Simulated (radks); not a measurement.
Results of a calculation; reference values are marked as such.
Question: The arsenic ion As4+, [Ar] 3d10 4s1. Level of theory: non-relativistic Kohn-Sham, r2SCAN, spin-polarised, spherical densities, point nucleus; meta-GGA in the generalised Kohn-Sham scheme (a radial shooting solver on a logarithmic mesh with Libxc functionals). Every spin shell is full or empty, so the densities are truly spherical. Functionals are evaluated on that one density, not self-consistently. Rank these orbital-free kinetic functionals by their error against the exact value of the orbitals, and give that value: Thomas-Fermi, von Weizsacker, TF + vW, TF + vW/9, TF + vW/5, LC94, APBEK, revAPBEK, Perdew 92, Thakkar, Pearson, LKT, PG1, DePristo-Kress, Ernzerhof.

Answer: Exact: 2230.66 hartree. From best to worst, with 100 (|E| - |E exact|)/|E exact| (equal figures are ties): LC94 -0.01, APBEK +0.08, DePristo-Kress -0.11, revAPBEK +0.30, Ernzerhof -0.39, Thakkar -0.49, Perdew 92 -0.75, TF + vW/9 -0.76, Pearson -1.16, TF + vW/5 +3.50, Thomas-Fermi -6.09, PG1 +17.95, LKT +22.66, TF + vW +41.83, von Weizsacker -52.09.
